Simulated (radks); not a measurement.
Results of a calculation; reference values are marked as such.
Trend from Zr2+ to Cd2+: ionisation energy by Delta-SCF between NIST ground configurations, and size. Level of theory: scalar-relativistic Kohn-Sham, LDA (Slater exchange, Perdew-Wang correlation), spin-polarised, spherical densities, finite nucleus; open shells are filled with parallel spins first (spin-orbit coupling, left out, can overturn this in heavy ions); Fermi nuclear charge, rms radius of each element as measured or else 0.836 A^(1/3) + 0.57 fm (a radial shooting solver on a logarithmic mesh with Libxc functionals).

species  configuration  IE (eV)  NIST (eV)       kind
Zr2+          [Kr] 4d2   23.285     23.170  semi-emp.
Nb2+          [Kr] 4d3   25.652     25.040  semi-emp.
Mo2+          [Kr] 4d4   27.911       27.1  semi-emp.
Tc2+          [Kr] 4d5   30.097     29.550  semi-emp.
Ru2+          [Kr] 4d6   28.904     28.470  semi-emp.
Rh2+          [Kr] 4d7   31.317     31.060  semi-emp.
Pd2+          [Kr] 4d8   33.632     32.930  semi-emp.
Ag2+          [Kr] 4d9   35.880       34.8  semi-emp.
Cd2+         [Kr] 4d10   38.079      37.47       exp.

Reference values: NIST Atomic Spectra Database (exp. = measured, semi-emp. = semi-empirical, theory = theoretical value adopted there). Open shells are spherical and high-spin; term and fine-structure splittings are not resolved.
